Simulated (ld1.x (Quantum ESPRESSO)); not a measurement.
**What one change does to a pseudopotential (lanthanum (La), TM)**

* Element: La
* Generator: ld1.x (Quantum ESPRESSO) 7.5
* Type: norm-conserving Troullier–Martins (Kleinman–Bylander form)
* Functional: Wu–Cohen
* Relativity: scalar-relativistic
* Frozen core: [Kr] 4d10
* Valence charge: 11
* Reference configuration: 4f0 5s2 5p6 5d2 6s1 6p0
* Partial waves: 5p (bound): rc 2.80 bohr; 5d (bound): rc 2.45 bohr; 4f (bound, empty): rc 1.25 bohr; 5s (bound): rc 1.50 bohr
* Local potential: the s channel
* Core correction: none

Occupied shells without a wave of their own: 6s. They enter only through the test configuration that unscreens the potential.

Change: wave 5s (bound): rc 1.50 bohr becomes 5s (bound): rc 2.20 bohr.

Cutoffs: the cutoffs (Ry, on a coarse ladder) from which the occupation-weighted sum of valence levels, in a spherical-Bessel basis at the reference potential, stays within 10 and 1 mRy of its value at 400 Ry; they do not see the model core or the augmentation charge, which bear on the density cutoff. Errors are all-electron minus pseudo energies relative to the spin-unpolarised reference configuration.

Task: What does the change do?

Result: The potential gets softer (45 Ry and 90 Ry → 30 Ry and 40 Ry); the miss of the reference levels goes from 0.04 to 0.35 eV; of the 7 tests that both files solve, the error grows in 6 and shrinks in 1 by more than 15 % and 0.3 meV (median size 72.1 → 484.0 meV); the range in which the f phases agree widens (upper end 1.1 → 4.5); neither file shows a bound ghost. A larger radius leaves more room for a smooth pseudo-wave, so fewer plane waves are needed.

```tsv
quantity	base	changed
cutoff, loose	45 Ry	30 Ry
cutoff, tight	90 Ry	40 Ry
loose cutoff by channel (10 mRy a level)	p 10 Ry, d 10 Ry, s 40 Ry	p 10 Ry, d 10 Ry, s 18 Ry
bound ghosts	none	none
largest miss of a reference level, eV	0.04	0.35
error for 4f0 5s2 5p6 5d1 6s2 6p0, meV [ΔE -0.82 eV]	+46	+404
error for 4f0 5s2 5p6 5d1 6s1 6p0, meV [ΔE 5.18 eV]	+1.7	+6.5
error for 4f0 5s2 5p6 5d1 6s0 6p0, meV [ΔE 15.97 eV]	-79	-728
error for 4f0 5s2 5p6 5d0 6s0 6p0, meV [ΔE 34.87 eV]	-108	-1021
error for 4f0 5s2 5p5 5d1 6s2 6p0, meV [ΔE 26.16 eV]	+72	+813
error for 4f1 5s2 5p6 5d0 6s1 6p0, meV [ΔE 5.40 eV]	+277	+119
error for 4f0 5s2 5p6 5d2 6s0 6p0, meV [ΔE 5.20 eV]	-54	-484
s: phases at 3.04 bohr within 0.05 rad from the reference energy up to (Ry; the scan ends near 5)	0.1	-0.6
p: phases at 3.04 bohr within 0.05 rad from the reference energy up to (Ry; the scan ends near 5)	0.6	0.6
d: phases at 3.04 bohr within 0.05 rad from the reference energy up to (Ry; the scan ends near 5)	2.5	2.5
f: phases at 3.04 bohr within 0.05 rad from the reference energy up to (Ry; the scan ends near 5)	1.1	4.5
```

Base: The cutoffs count occupied waves only; the empty 4f level needs 180 Ry at the loose tolerance. The 6s level has no wave, so the channel is fitted at the deeper level alone: the likely source of the large errors. Changed file: The cutoffs count occupied waves only; the empty 4f level needs 180 Ry at the loose tolerance. The 6s level has no wave, so the channel is fitted at the deeper level alone: the likely source of the large errors.
